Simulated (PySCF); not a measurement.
C5H4N (SMILES [c]1ccccn1), doublet, geometry from GFN2-xTB; PySCF with HF/STO-3G.

The PySCF input:
```python
from pyscf import gto, scf

mol = gto.Mole()
mol.atom = '''
    C     0.63209058   -1.22024868    0.00213114
    N    -0.64629227   -1.23442534   -0.05415938
    C    -1.34250590   -0.10541752   -0.06100991
    C    -0.67699484    1.10741371   -0.00646097
    C     0.71176925    1.11346857    0.05449419
    C     1.41491343   -0.08547821    0.06018361
    H    -2.41988510   -0.18337616   -0.10983212
    H    -1.23281981    2.03263606   -0.01143014
    H     1.24980916    2.05081684    0.09769064
    H     2.49130647   -0.11752659    0.10665885
'''
mol.basis = 'sto-3g'
mol.spin = 1
mol.verbose = 4
mol.symmetry = True
mol.build()

mf = scf.UHF(mol)
mf.kernel()
mf.analyze()
```

It wrote (shortened):

```
PySCF version 2.14.0

[INPUT] verbose = 4
[INPUT] num. atoms = 10
[INPUT] num. electrons = 41
[INPUT] charge = 0
[INPUT] spin (= nelec alpha-beta = 2S) = 1
[INPUT] symmetry True subgroup None
[INPUT] Mole.unit = angstrom
[INPUT] Symbol           X                Y                Z      unit          X                Y                Z       unit  Magmom
[...]
nuclear repulsion = 198.892403589711
point group symmetry = Cs
symmetry origin: [-2.30454407e-09 -4.60908776e-10 -3.22636168e-09]
symmetry axis x: [ 0.2328994  -0.97244772 -0.01016409]
symmetry axis y: [0.97151629 0.23218074 0.04741513]
symmetry axis z: [ 0.04374883  0.02091753 -0.99882356]
num. orbitals of irrep A' = 28
num. orbitals of irrep A" = 6
number of shells = 22
number of NR pGTOs = 102
number of NR cGTOs = 34
basis = sto-3g
ecp = {}

******** <class 'pyscf.scf.uhf_symm.SymAdaptedUHF'> ********
method = SymAdaptedUHF
initial guess = minao
damping factor = 0
level_shift factor = 0
DIIS = <class 'pyscf.scf.diis.CDIIS'>
diis_start_cycle = 1
diis_space = 8
diis_damp = 0
SCF conv_tol = 1e-09
SCF conv_tol_grad = None
SCF max_cycles = 50
direct_scf = True
direct_scf_tol = 1e-13
number electrons alpha = 21  beta = 20
Freeze 0 electrons in irreps []
    41 free electrons in irreps A' A"
Set gradient conv threshold to 3.16228e-05
init E= -244.997844400772

cycle= 1 E= -242.904505341086  delta_E= 2.09  |g|= 0.269  |ddm|= 3.29
cycle= 2 E= -242.966323746555  delta_E= -0.0618  |g|= 0.121  |ddm|= 0.53
cycle= 3 E= -242.977819067564  delta_E= -0.0115  |g|= 0.0465  |ddm|= 0.201
cycle= 4 E= -242.981507888418  delta_E= -0.00369  |g|= 0.0212  |ddm|= 0.115
cycle= 5 E= -242.98266183193  delta_E= -0.00115  |g|= 0.0168  |ddm|= 0.0543
cycle= 6 E= -242.983864833333  delta_E= -0.0012  |g|= 0.0149  |ddm|= 0.0672
cycle= 7 E= -242.984186912078  delta_E= -0.000322  |g|= 0.0154  |ddm|= 0.0169
cycle= 8 E= -242.982653432053  delta_E= 0.00153  |g|= 0.0121  |ddm|= 0.091
cycle= 9 E= -242.98097901206  delta_E= 0.00167  |g|= 0.00452  |ddm|= 0.199
cycle= 10 E= -242.980917288402  delta_E= 6.17e-05  |g|= 0.00198  |ddm|= 0.051
cycle= 11 E= -242.980921348942  delta_E= -4.06e-06  |g|= 0.000712  |ddm|= 0.0208
cycle= 12 E= -242.980922882812  delta_E= -1.53e-06  |g|= 0.00035  |ddm|= 0.00276
cycle= 13 E= -242.980923252636  delta_E= -3.7e-07  |g|= 0.000164  |ddm|= 0.00158
cycle= 14 E= -242.980923341437  delta_E= -8.88e-08  |g|= 5.77e-05  |ddm|= 0.000817
cycle= 15 E= -242.980923348015  delta_E= -6.58e-09  |g|= 2.74e-05  |ddm|= 0.000293
cycle= 16 E= -242.980923349378  delta_E= -1.36e-09  |g|= 9.65e-06  |ddm|= 8.8e-05
cycle= 17 E= -242.980923349559  delta_E= -1.81e-10  |g|= 3.95e-06  |ddm|= 3.28e-05
Extra cycle  E= -242.98092334959  delta_E= -3.13e-11  |g|= 2.69e-06  |ddm|= 8.28e-06
converged SCF energy = -242.98092334959  <S^2> = 0.8030051  2S+1 = 2.0523207
**** SCF Summaries ****
Total Energy =                        -242.980923349590256
Nuclear Repulsion Energy =             198.892403589711392
One-electron Energy =                 -723.673003855510160
Two-electron Energy =                  281.799676916208512
Two-electron Coulomb Energy =          315.855418163282025
DFT Exchange-Correlation Energy =      -34.055741247073513
Wave-function symmetry = A'
alpha occupancy for each irrep:     A'   A"
                                    18    3
beta  occupancy for each irrep:     A'   A"
                                    17    3
**** MO energy ****
alpha MO #1 (A' #1), energy= -15.3461669115999 occ= 1
alpha MO #2 (A' #2), energy= -11.0861261170224 occ= 1
alpha MO #3 (A' #3), energy= -11.0643110479426 occ= 1
alpha MO #4 (A' #4), energy= -11.0598071380367 occ= 1
alpha MO #5 (A' #5), energy= -11.0530927870665 occ= 1
alpha MO #6 (A' #6), energy= -11.0483012979699 occ= 1
alpha MO #7 (A' #7), energy= -1.23282265453058 occ= 1
alpha MO #8 (A' #8), energy= -1.04040648510678 occ= 1
alpha MO #9 (A' #9), energy= -0.990772293205085 occ= 1
alpha MO #10 (A' #10), energy= -0.811400803515869 occ= 1
[...]
alpha MO #13 (A' #13), energy= -0.605806465212882 occ= 1
alpha MO #14 (A' #14), energy= -0.601202282579008 occ= 1
alpha MO #15 (A' #15), energy= -0.537221206823548 occ= 1
alpha MO #16 (A' #16), energy= -0.517043727875689 occ= 1
alpha MO #17 (A" #1), energy= -0.514027997616831 occ= 1
alpha MO #18 (A' #17), energy= -0.417035300902927 occ= 1
alpha MO #19 (A" #2), energy= -0.335932543035717 occ= 1
alpha MO #20 (A" #3), energy= -0.313281559490452 occ= 1
alpha MO #21 (A' #18), energy= -0.297402014358857 occ= 1
alpha MO #22 (A" #4), energy= 0.243700132944918 occ= 0
alpha MO #23 (A" #5), energy= 0.254460139702052 occ= 0
alpha MO #24 (A" #6), energy= 0.488947700304483 occ= 0
alpha MO #25 (A' #19), energy= 0.587101013032352 occ= 0
alpha MO #26 (A' #20), energy= 0.648983875788577 occ= 0
alpha MO #27 (A' #21), energy= 0.707416667865526 occ= 0
alpha MO #28 (A' #22), energy= 0.711900717430017 occ= 0
alpha MO #29 (A' #23), energy= 0.777382894262322 occ= 0
alpha MO #30 (A' #24), energy= 0.839939219677494 occ= 0
alpha MO #31 (A' #25), energy= 0.867248295348555 occ= 0
alpha MO #32 (A' #26), energy= 0.908802295311129 occ= 0
alpha MO #33 (A' #27), energy= 1.0991400953357 occ= 0
alpha MO #34 (A' #28), energy= 1.11783251063257 occ= 0
beta  MO #1 (A' #1), energy= -15.3403155549538 occ= 1
beta  MO #2 (A' #2), energy= -11.0888456058264 occ= 1
beta  MO #3 (A' #3), energy= -11.0641370343439 occ= 1
beta  MO #4 (A' #4), energy= -11.0476173001545 occ= 1
beta  MO #5 (A' #5), energy= -11.0438157949626 occ= 1
beta  MO #6 (A' #6), energy= -11.0379172815957 occ= 1
beta  MO #7 (A' #7), energy= -1.213577117503 occ= 1
beta  MO #8 (A' #8), energy= -1.03423929449501 occ= 1
beta  MO #9 (A' #9), energy= -0.967315021520495 occ= 1
beta  MO #10 (A' #10), energy= -0.803997481531355 occ= 1
beta  MO #11 (A' #11), energy= -0.768628242678614 occ= 1
beta  MO #12 (A' #12), energy= -0.656048688501465 occ= 1
beta  MO #13 (A' #13), energy= -0.595892651028186 occ= 1
beta  MO #14 (A' #14), energy= -0.585383557981726 occ= 1
beta  MO #15 (A' #15), energy= -0.521613016415757 occ= 1
beta  MO #16 (A" #1), energy= -0.502336126204109 occ= 1
beta  MO #17 (A' #16), energy= -0.494925266974594 occ= 1
beta  MO #18 (A' #17), energy= -0.339884004453885 occ= 1
beta  MO #19 (A" #2), energy= -0.334100818212806 occ= 1
beta  MO #20 (A" #3), energy= -0.291040459102808 occ= 1
beta  MO #21 (A" #4), energy= 0.237074242297575 occ= 0
beta  MO #22 (A' #18), energy= 0.258283465056369 occ= 0
beta  MO #23 (A" #5), energy= 0.279850192362529 occ= 0
beta  MO #24 (A" #6), energy= 0.510553249725738 occ= 0
beta  MO #25 (A' #19), energy= 0.589684877809787 occ= 0
beta  MO #26 (A' #20), energy= 0.656080003143512 occ= 0
beta  MO #27 (A' #21), energy= 0.713241367817712 occ= 0
beta  MO #28 (A' #22), energy= 0.71753296875333 occ= 0
beta  MO #29 (A' #23), energy= 0.787024627115173 occ= 0
beta  MO #30 (A' #24), energy= 0.853615369321172 occ= 0
beta  MO #31 (A' #25), energy= 0.883931378099635 occ= 0
beta  MO #32 (A' #26), energy= 0.926750612522621 occ= 0
beta  MO #33 (A' #27), energy= 1.11434125290149 occ= 0
beta  MO #34 (A' #28), energy= 1.1480530276873 occ= 0
 ** Mulliken pop alpha/beta on meta-lowdin orthogonal AOs **
 ** Mulliken pop       alpha | beta **
[...]
In total            21.00000 | 20.00000
 ** Mulliken atomic charges   ( Nelec_alpha | Nelec_beta ) **
charge of  0C =      0.06822  (     3.38324      2.54854 )
charge of  1N =     -0.17239  (     3.65649      3.51591 )
charge of  2C =      0.04762  (     2.90755      3.04483 )
charge of  3C =     -0.05803  (     3.10924      2.94879 )
charge of  4C =     -0.00934  (     2.91842      3.09092 )
charge of  5C =     -0.05987  (     3.11131      2.94857 )
charge of  6H =      0.04583  (     0.48030      0.47388 )
charge of  7H =      0.04438  (     0.47419      0.48143 )
charge of  8H =      0.04507  (     0.48609      0.46884 )
charge of  9H =      0.04852  (     0.47319      0.47829 )
Dipole moment(X, Y, Z, Debye):  0.63741,  2.00210,  0.06985
```
